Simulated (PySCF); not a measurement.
Mean harmonic wavenumber (cm⁻¹) of eight silicon and germanium compounds: PBE-D3(BJ) beside ωB97X-D3(BJ), computed with PySCF for isolated molecules in the bases named; differences from unrounded values. The eight are the first of their class met in an unordered collection, after screening for sound electronic states; none was chosen by its value. Each level has its own optimised geometry.

```tsv
molecule	basis	ωB97X-D3(BJ)	PBE-D3(BJ)	difference
C₃H₇FOSi, SMILES C=CC[Si@H](O)F	def2-SVP	1294	1242	-51
CH7ClOSi2, SMILES [Si@H]([SiH2]C)(O)Cl	def2-SVP	1168	___	___
trichloro(chlorosilyl)silane (Cl4H2Si2), SMILES Cl[SiH2][Si](Cl)(Cl)Cl	def2-SVP	626	___	___
C₃H₇NOSi, SMILES C1=CO[SiH2]NC1	def2-SVP	1343	1283	-60
H11NSi4, SMILES [SiH3]N[SiH2][SiH2][SiH3]	def2-SVP	1070	___	___
GeCl4, SMILES [Cl][Ge]([Cl])([Cl])[Cl]	def2-SVP	292	268	-23
CH3FO3Si, SMILES O=CO[Si@@H](O)F	def2-SVP	1093	1044	-49
CH7F2NSi2, SMILES C[Si](F)(F)[SiH2]N	def2-SVP	1162	1117	-45
```

Q: Complete the blanks. (An estimate is asked for; the answer gives what the named calculation found.)

A: 
- CH7ClOSi2, SMILES [Si@H]([SiH2]C)(O)Cl, PBE-D3(BJ): 1119
- CH7ClOSi2, SMILES [Si@H]([SiH2]C)(O)Cl, difference: -49
- H11NSi4, SMILES [SiH3]N[SiH2][SiH2][SiH3], PBE-D3(BJ): 1016
- H11NSi4, SMILES [SiH3]N[SiH2][SiH2][SiH3], difference: -54
- trichloro(chlorosilyl)silane (Cl4H2Si2), SMILES Cl[SiH2][Si](Cl)(Cl)Cl, PBE-D3(BJ): 592
- trichloro(chlorosilyl)silane (Cl4H2Si2), SMILES Cl[SiH2][Si](Cl)(Cl)Cl, difference: -35

PBE-D3(BJ) lies below ωB97X-D3(BJ) in 8 and above it in 0 of the eight; the mean signed difference is -46 and the largest -60 cm⁻¹.
